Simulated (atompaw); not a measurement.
## titanium (Ti) PAW (atompaw): all-electron and pseudo phase curves

```
Element                 : titanium (Ti)
Generator               : atompaw 4.2.0.5
Type                    : PAW
Functional              : PBEsol
Relativity              : scalar-relativistic
Frozen core             : [Ar]
Valence charge          : 4
Reference configuration : 3d2 4s0 4p0 (charge +2)
Partial waves           : 4s (bound, empty): rc 2.80 bohr; 4s channel at 2.9 Ry: rc 2.65 bohr; 4p (bound, empty): rc 2.80 bohr; 4p channel at -0.3 Ry: rc 2.80 bohr; 3d (bound): rc 1.20 bohr; 3d channel at 0.35 Ry: rc 2.80 bohr
Local potential         : troulliermartins scheme with l = 3 at -0.5 Ry, radius 2.50 bohr
Core correction         : smooth core density matched at 1.60 bohr
Augmentation charge     : sinc compensation charge, radius 2.05 bohr; PAW radius 2.80 bohr; waves and projectors: custom polynom2 7 10 vanderbiltortho
```

The phase is arctan(r·u′/u) with u = r·R(r), unwrapped; energies in Ry, scanned from -3 to 5 Ry. A pole is an energy at which the radial function vanishes at the test radius. The pseudo phase is shifted by a multiple of π to meet the all-electron one at the reference energy, and phase errors are pseudo minus all-electron; the curves can meet again beyond the range given. Levels narrower than the energy grid can be missing from the lists of poles.

```json
{"channel": "s", "radius (bohr)": "2.81", "reference energy (Ry)": "-1.22", "poles, all-electron": "0.56", "poles, pseudo": "0.52, 2.32", "unbroken range about the reference energy with phases within 0.05 rad": "below 2.2", "phase error 1 Ry above the reference energy (rad)": "-0.004"}
{"channel": "p", "radius (bohr)": "2.81", "reference energy (Ry)": "-0.90", "poles, all-electron": "1.40", "poles, pseudo": "1.27, 3.02", "unbroken range about the reference energy with phases within 0.05 rad": "below 1.7", "phase error 1 Ry above the reference energy (rad)": "-0.000"}
{"channel": "d", "radius (bohr)": "2.81", "reference energy (Ry)": "-1.44", "poles, all-electron": "-1.27, 2.74", "poles, pseudo": "-1.27, 2.54", "unbroken range about the reference energy with phases within 0.05 rad": "below 3.6", "phase error 1 Ry above the reference energy (rad)": "-0.003"}
```

Phases in the p channel:

```tsv
E (Ry)	all-electron	pseudo
-3.00	1.311	1.302
-2.52	1.262	1.257
-2.04	1.186	1.184
-1.56	1.043	1.042
-1.08	0.670	0.670
-0.60	-0.388	-0.388
-0.12	-1.135	-1.135
0.36	-1.379	-1.381
0.84	-1.492	-1.497
1.32	-1.561	-1.579
1.80	-1.614	-1.685
2.28	-1.662	-3.838
2.76	-1.714	-4.664
3.24	-1.784	-4.742
3.72	-1.900	-4.790
4.20	-2.169	-4.839
4.68	-3.085	-4.904
```
